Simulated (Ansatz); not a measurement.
Saddle point of SiAsH7O, singlet (SiAsH₅O ([O][SiH2][AsH3]) + H₂ → SiAsH₅O ([OH][SiH2][AsH2]) + H₂; bonds formed: H2–H6, O5–H8; bonds broken: H2–H8, H6–As7), PBE0-D4/def2-TZVP structure:

Si1  (-1.197, 0.542, 0.496)
H2  (2.003, 0.965, 0.106)
H3  (-2.239, 0.876, -0.514)
H4  (-1.831, -0.195, 1.624)
O5  (-0.063, 1.584, 0.801)
H6  (1.500, -0.080, -0.318)
As7  (0.228, -1.101, -0.593)
H8  (1.194, 1.291, 0.420)
H9  (0.392, -2.458, 0.018)
H10  (0.013, -1.425, -2.039)
(Å)

Energies are electronic, without zero-point energy. Barriers and step energies count from the start structure reached by relaxing down the imaginary mode; all methods use the PBE0-D4 structures, on which another method's saddle can fall below an end. Ansatz 0.2.0; basis: def2-TZVPP, with def2-QZVPP for the basis limit; cores frozen in the correlated methods. Filled d shells of the heavier atoms are correlated. The def2 sets are not built for correlating such inner shells, so the correlated values are less sure here. B3LYP uses VWN-RPA correlation. Extrapolation: Hartree–Fock as exp(−7.88 √X), correlation as X^−2.97.

```tsv
method	barrier (eV)	step energy (eV)
SPW92	0.282	-1.717
PBE-D4	0.735	-1.628
BLYP-D4	0.931	-1.535
r2SCAN-D4	0.833	-1.717
B97M-V	0.989	-1.657
PBE0-D4	0.822	-1.806
B3LYP-D4	0.985	-1.694
r2SCAN0-D4	0.898	-1.854
BHLYP-D4	1.125	-1.859
CAM-B3LYP-D4	1.010	-1.756
wB97X-V	1.090	-1.778
wB97M-V	1.116	-1.790
B2PLYP	?	-1.693
PBE-QIDH	?	-1.834
RPA on PBE	1.237	-1.682
HF	?	-1.983
MP2	1.142	-1.712
CCSD	1.239	-1.824
CCSD(T)	1.167	-1.763
```

(1) Fill in the withheld barriers. (To be estimated.)

The T1 diagnostic stays at or below 0.016.

Results:

(1) By the calculation: PBE-QIDH 0.996; B2PLYP 1.119; HF 1.650 eV. Each is the energy of the saddle less that of the start structure, by the same method.

For comparison, the barrier by CCSD(T) at an estimated basis limit (MP2 extrapolated from triple and quadruple zeta, plus CCSD(T) − MP2 in triple zeta) is 1.127 eV.

Labels in which every atom is bracketed show which atoms are joined, not bond orders.

For scale, one of the runs: CCSD(T)/def2-TZVPP, 219 basis functions, launched by `ansatz run in.yaml --threads 4 --pin off --events-out ev --progress --plain --max-ram 9574MiB`. Hardware: 4 CPU threads of an Arm Neoverse V1, shared host. Wall time 87 s; peak host memory 3.2 GiB.
